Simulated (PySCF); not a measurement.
First SCF of a structure search on singlet HgF₂, at a hand-made linear geometry. PySCF input:

```python
from pyscf import gto, scf, dft
mol = gto.M(atom='''
Hg     0.000000     0.000000     0.000000
F      0.000000     0.000000     1.970000
F      0.000000     0.000000    -1.970000''',
    basis={'Hg': 'def2-TZVP', 'F': 'def2-TZVP'},
    ecp={'Hg': 'def2-TZVP'},
    charge=0, spin=0)
mf = dft.RKS(mol, xc='PBE')
mf.grids.atom_grid = (50, 194)
aux = {'Hg': 'def2-universal-JKFIT', 'F': 'def2-universal-JKFIT'}
mf = mf.density_fit(auxbasis=aux)
mf.conv_tol = 1e-08
mf.diis_space = 10
mf.max_cycle = 60
mf.init_guess = 'minao'
mf.verbose = 4
mf.kernel()
```

Excerpt of the output (cycles and frontier levels):

```
init E= -334.542717886819
  HOMO = -0.759515440758933  LUMO = -0.65009241594251  gap/eV = 2.97755
cycle= 1 E= -352.371435102735  delta_E= -17.8  |g|= 2.09  |ddm|= 10.3
  HOMO = 0.0199325981049325  LUMO = 0.0250902554358531  gap/eV = 0.14035
cycle= 2 E= -350.294488199759  delta_E= 2.08  |g|= 3.96  |ddm|= 4.93
  HOMO = -0.28037680213165  LUMO = -0.14504175734135  gap/eV = 3.68265
cycle= 3 E= -353.0462095642  delta_E= -2.75  |g|= 0.628  |ddm|= 3.22
  HOMO = -0.364617600963567  LUMO = -0.175511952654663  gap/eV = 5.14583
cycle= 4 E= -353.046010114715  delta_E= 0.000199  |g|= 0.628  |ddm|= 0.881
  HOMO = -0.304896941028343  LUMO = -0.142549559267653  gap/eV = 4.41770
cycle= 5 E= -353.109352835758  delta_E= -0.0633  |g|= 0.0243  |ddm|= 0.446
  HOMO = -0.306899342576063  LUMO = -0.144611351834612  gap/eV = 4.41608
cycle= 6 E= -353.109449602003  delta_E= -9.68e-05  |g|= 0.00287  |ddm|= 0.0196
  HOMO = -0.306998802699054  LUMO = -0.144871944287161  gap/eV = 4.41170
cycle= 7 E= -353.10945076443  delta_E= -1.16e-06  |g|= 0.000702  |ddm|= 0.00329
  HOMO = -0.307023628517691  LUMO = -0.14485070197059  gap/eV = 4.41295
cycle= 8 E= -353.109450853114  delta_E= -8.87e-08  |g|= 5.32e-05  |ddm|= 0.000584
  HOMO = -0.307031542315272  LUMO = -0.14485636558117  gap/eV = 4.41301
cycle= 9 E= -353.109450853617  delta_E= -5.02e-10  |g|= 1.17e-05  |ddm|= 5.78e-05
  HOMO = -0.307028231221389  LUMO = -0.144855183376162  gap/eV = 4.41295
Extra cycle  E= -353.109450853459  delta_E= 1.58e-10  |g|= 3.33e-05  |ddm|= 3.7e-05
converged SCF energy = -353.109450853459
```

No lower solution of this spin was found from smeared starts or by a stability analysis within the restricted form, which does not test spin polarisation.

No spin–orbit coupling is included, which matters more the heavier the element.

The search for the lowest solution, 3 starts and the stability check together, took 12 s on 2 threads of a shared Arm Neoverse V1 host, with 105 basis functions; the process peaked at 0.38 GiB.
